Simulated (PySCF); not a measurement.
PySCF job for Al(OH)2 (AlH2O2), SMILES [OH][Al][OH], multiplicity 2, TDA-M06-2X/def2-SVPD. The structure is a stationary point at PBE0-D3(BJ)/def2-TZVP. The multiplicity is an assumed one; other spin states were not compared. The isomer is the one that the SMILES or the coordinates give; other isomers of the formula were not compared. Other conformers were not sampled.

```python
import numpy as np
from pyscf import gto, scf, dft, tdscf

mol = gto.M(
    atom='''
    Al    0.00000000    0.00000000   -0.51665683
    O     0.00000000   -1.50671179    0.26790093
    H     0.00000000   -1.64256351    1.21506193
    O     0.00000000    1.50671178    0.26790093
    H     0.00000000    1.64256351    1.21506193
    ''',
    basis='def2-SVPD',
    charge=0,
    spin=1,
    max_memory=1600,
    verbose=4,
)
mf = dft.UKS(mol, xc='m06-2x').density_fit(auxbasis='def2-universal-jkfit')
mf.grids.level = 4
mf.conv_tol = 1e-9
mf.max_cycle = 100
mf.kernel()
fine, coarse = mf.grids, dft.Grids(mol).set(level=1).build(with_non0tab=True)
for _ in range(3):  # follow internal instabilities
    mf.grids = coarse
    mo, _, stable, _ = mf.stability(return_status=True, nroots=4)
    mf.grids = fine
    if stable:
        break
    mf.kernel(mf.make_rdm1(mo, mf.mo_occ))
mf.grids = dft.Grids(mol).set(level=2).build(with_non0tab=True)  # coarser grid for the response kernel
td = tdscf.TDA(mf)
td.nstates = 10
td.conv_tol = 1e-4
td.kernel(x0=td.get_init_guess(mf, 15))
td.analyze()
```

It prints:

```
PySCF version 2.14.0

[INPUT] verbose = 4
[INPUT] num. atoms = 5
[INPUT] num. electrons = 31
[INPUT] charge = 0
[INPUT] spin (= nelec alpha-beta = 2S) = 1
[INPUT] symmetry False subgroup None
[INPUT] Mole.unit = angstrom
[INPUT] Symbol           X                Y                Z      unit          X                Y                Z       unit  Magmom
[INPUT]  1 Al     0.000000000000   0.000000000000  -0.516656830000 AA    0.000000000000   0.000000000000  -0.976339909086 Bohr   0.0
[INPUT]  2 O      0.000000000000  -1.506711790000   0.267900930000 AA    0.000000000000  -2.847272631753   0.506259386216 Bohr   0.0
[INPUT]  3 H      0.000000000000  -1.642563510000   1.215061930000 AA    0.000000000000  -3.103995176104   2.296134272085 Bohr   0.0
[INPUT]  4 O      0.000000000000   1.506711780000   0.267900930000 AA    0.000000000000   2.847272612856   0.506259386216 Bohr   0.0
[INPUT]  5 H      0.000000000000   1.642563510000   1.215061930000 AA    0.000000000000   3.103995176104   2.296134272085 Bohr   0.0

nuclear repulsion = 93.3820236389361
number of shells = 36
number of NR pGTOs = 128
number of NR cGTOs = 86
basis = def2-SVPD
ecp = {}


[settings echo left out]
init E= -393.910128473807
  alpha nocc = 16  HOMO = -0.188144734410413  LUMO = -0.0172682726007505
  beta  nocc = 15  HOMO = -0.478052643227761  LUMO = -0.188144734410415

WARN: HOMO -0.188144734410413 >= LUMO -0.188144734410415

cycle= 1 E= -393.731456057039  delta_E= 0.179  |g|= 0.625  |ddm|= 1.73
  alpha nocc = 16  HOMO = -0.236577676674232  LUMO = -0.0458383797003288
  beta  nocc = 15  HOMO = -0.242915553120995  LUMO = -0.209799748269925
  HOMO = -0.236577676674  LUMO = -0.20979974827  gap/eV = 0.72866
cycle= 2 E= -393.6003393531  delta_E= 0.131  |g|= 0.865  |ddm|= 1.61
  alpha nocc = 16  HOMO = -0.25412571886796  LUMO = -0.0221284178037706
  beta  nocc = 15  HOMO = -0.40202087901574  LUMO = -0.1497960985175
  HOMO = -0.254125718868  LUMO = -0.149796098517  gap/eV = 2.83895
cycle= 3 E= -393.894124828785  delta_E= -0.294  |g|= 0.0339  |ddm|= 0.923
  alpha nocc = 16  HOMO = -0.255955498690627  LUMO = -0.0359447501461698
  beta  nocc = 15  HOMO = -0.396922402494396  LUMO = -0.206133557684128
  HOMO = -0.255955498691  LUMO = -0.206133557684  gap/eV = 1.35572
cycle= 4 E= -393.895073825988  delta_E= -0.000949  |g|= 0.00823  |ddm|= 0.12
  alpha nocc = 16  HOMO = -0.253826146371638  LUMO = -0.0402726844407066
  beta  nocc = 15  HOMO = -0.397123844390629  LUMO = -0.207350009443196
  HOMO = -0.253826146372  LUMO = -0.207350009443  gap/eV = 1.26468
cycle= 5 E= -393.895175343033  delta_E= -0.000102  |g|= 0.00245  |ddm|= 0.0392
  alpha nocc = 16  HOMO = -0.254273844760898  LUMO = -0.0436688858130152
  beta  nocc = 15  HOMO = -0.397465122615575  LUMO = -0.215328550414467
  HOMO = -0.254273844761  LUMO = -0.215328550414  gap/eV = 1.05976
cycle= 6 E= -393.895185772509  delta_E= -1.04e-05  |g|= 0.000885  |ddm|= 0.0173
  alpha nocc = 16  HOMO = -0.254119606197207  LUMO = -0.0425827555398866
  beta  nocc = 15  HOMO = -0.397583835410166  LUMO = -0.212439449826256
  HOMO = -0.254119606197  LUMO = -0.212439449826  gap/eV = 1.13417
cycle= 7 E= -393.895186999049  delta_E= -1.23e-06  |g|= 0.000327  |ddm|= 0.00523
  alpha nocc = 16  HOMO = -0.254109834704601  LUMO = -0.0427815913998444
  beta  nocc = 15  HOMO = -0.39763662308869  LUMO = -0.213822269697514
  HOMO = -0.254109834705  LUMO = -0.213822269698  gap/eV = 1.09628
cycle= 8 E= -393.89518714375  delta_E= -1.45e-07  |g|= 8.86e-05  |ddm|= 0.00175
  alpha nocc = 16  HOMO = -0.254114802290297  LUMO = -0.0428082303060435
  beta  nocc = 15  HOMO = -0.397658583422117  LUMO = -0.21364587464603
  HOMO = -0.25411480229  LUMO = -0.213645874646  gap/eV = 1.10122
cycle= 9 E= -393.895187157619  delta_E= -1.39e-08  |g|= 2.87e-05  |ddm|= 0.000425
  alpha nocc = 16  HOMO = -0.254112642986127  LUMO = -0.0428188790181512
  beta  nocc = 15  HOMO = -0.397662317201711  LUMO = -0.213654939358006
  HOMO = -0.254112642986  LUMO = -0.213654939358  gap/eV = 1.10091
cycle= 10 E= -393.895187159242  delta_E= -1.62e-09  |g|= 7.67e-06  |ddm|= 0.000178
  alpha nocc = 16  HOMO = -0.254113884498646  LUMO = -0.0428208036580804
  beta  nocc = 15  HOMO = -0.397665256282435  LUMO = -0.213666967011872
  HOMO = -0.254113884499  LUMO = -0.213666967012  gap/eV = 1.10062
cycle= 11 E= -393.895187159364  delta_E= -1.22e-10  |g|= 2.04e-06  |ddm|= 4.42e-05
  alpha nocc = 16  HOMO = -0.254113648527757  LUMO = -0.042823491928659
  beta  nocc = 15  HOMO = -0.397664784854331  LUMO = -0.213665957462318
  HOMO = -0.254113648528  LUMO = -0.213665957462  gap/eV = 1.10064
Extra cycle  E= -393.89518715937  delta_E= -6.2e-12  |g|= 1.43e-06  |ddm|= 6.75e-06
converged SCF energy = -393.89518715937  <S^2> = 0.75094904  2S+1 = 2.0009488
tot grids = 21656
uhf_internal: lowest eigs of H = [0.17134406 0.173718   0.26977066 0.27618032]
<class 'pyscf.df.df_jk.DFUKS'> wavefunction is stable in the internal stability analysis
tot grids = 45056


******** <class 'pyscf.tdscf.uks.TDA'> for <class 'pyscf.df.df_jk.DFUKS'> ********
nstates = 10
deg_eia_thresh = 1.000e-03
wfnsym = None
conv_tol = 0.0001
eigh lindep = 1e-12
eigh level_shift = 0
eigh max_cycle = 100


Excitation energies (eV)
[2.15111073 2.25989788 3.15961174 3.59533275 4.16717445 5.29733316
 5.81258985 6.17438252 6.70667767 6.77278277]

** Excitation energies and oscillator strengths **
Excited State   1:      2.15111 eV    576.37 nm  f=0.0000
      15b ->   16b     -0.99490
Excited State   2:      2.25990 eV    548.63 nm  f=0.0023
      14b ->   16b      0.99146
Excited State   3:      3.15961 eV    392.40 nm  f=0.0004
      16a ->   17a      0.10257
      13b ->   16b     -0.97965
Excited State   4:      3.59533 eV    344.85 nm  f=0.0001
      10b ->   16b      0.13462
      12b ->   16b     -0.98302
Excited State   5:      4.16717 eV    297.53 nm  f=0.1566
      16a ->   17a     -0.98679
      13b ->   16b     -0.10234
Excited State   6:      5.29733 eV    234.05 nm  f=0.0880
      16a ->   18a     -0.91822
      16a ->   20a      0.24351
      16a ->   21a     -0.27518
      16a ->   27a      0.10636
Excited State   7:      5.81259 eV    213.30 nm  f=0.2061
      16a ->   19a     -0.88513
      16a ->   22a      0.43701
Excited State   8:      6.17438 eV    200.80 nm  f=0.1120
      16a ->   18a      0.34706
      16a ->   20a      0.80786
      16a ->   21a     -0.45414
Excited State   9:      6.70668 eV    184.87 nm  f=0.0024
      15a ->   17a     -0.30207
      11b ->   16b      0.37799
      15b ->   17b      0.84755
      15b ->   23b      0.15049
Excited State  10:      6.77278 eV    183.06 nm  f=0.0000
      14b ->   17b     -0.97505
      14b ->   23b     -0.16850

** Transition electric dipole moments (AU) **
state          X           Y           Z        Dip. S.      Osc.
  1        -0.0000      0.0000      0.0000      0.0000      0.0000
  2         0.0000      0.2051     -0.0000      0.0421      0.0023
  3        -0.0723      0.0000     -0.0000      0.0052      0.0004
  4        -0.0000     -0.0000      0.0286      0.0008      0.0001
  5        -1.2385      0.0000     -0.0000      1.5339      0.1566
  6        -0.0000      0.0000      0.8233      0.6778      0.0880
  7        -0.0000     -1.2030      0.0000      1.4472      0.2061
  8        -0.0000      0.0000      0.8606      0.7406      0.1120
  9         0.0000      0.1199     -0.0000      0.0144      0.0024
 10        -0.0000      0.0000     -0.0000      0.0000      0.0000

** Transition velocity dipole moments (imaginary part, AU) **
state          X           Y           Z        Dip. S.      Osc.
  1        -0.0000      0.0000     -0.0000      0.0000      0.0000
  2        -0.0000      0.0208      0.0000      0.0004      0.0035
  3        -0.0096      0.0000     -0.0000      0.0001      0.0005
  4         0.0000     -0.0000      0.0308      0.0010      0.0048
  5        -0.0579      0.0000     -0.0000      0.0034      0.0146
  6        -0.0000      0.0000      0.1063      0.0113      0.0387
  7         0.0000     -0.2313      0.0000      0.0535      0.1669
  8         0.0000     -0.0000      0.2229      0.0497      0.1460
  9         0.0000      0.0086     -0.0000      0.0001      0.0002
 10        -0.0000      0.0000     -0.0000      0.0000      0.0000

** Transition magnetic dipole moments (imaginary part, AU) **
state          X           Y           Z
  1        -0.0000      0.0000      0.1011
  2        -0.0588      0.0000     -0.0000
  3         0.0000      0.1956     -0.0000
  4         0.0000      0.0000      0.0000
  5        -0.0000     -0.8305     -0.0000
  6        -0.0000     -0.0000      0.0000
  7         1.0977     -0.0000      0.0000
  8        -0.0000     -0.0000     -0.0000
  9        -0.0540     -0.0000     -0.0000
 10        -0.0000     -0.0000      0.2495
```

The calculation finished and met its thresholds.

Cost: about 4 core-minutes (a rough figure).
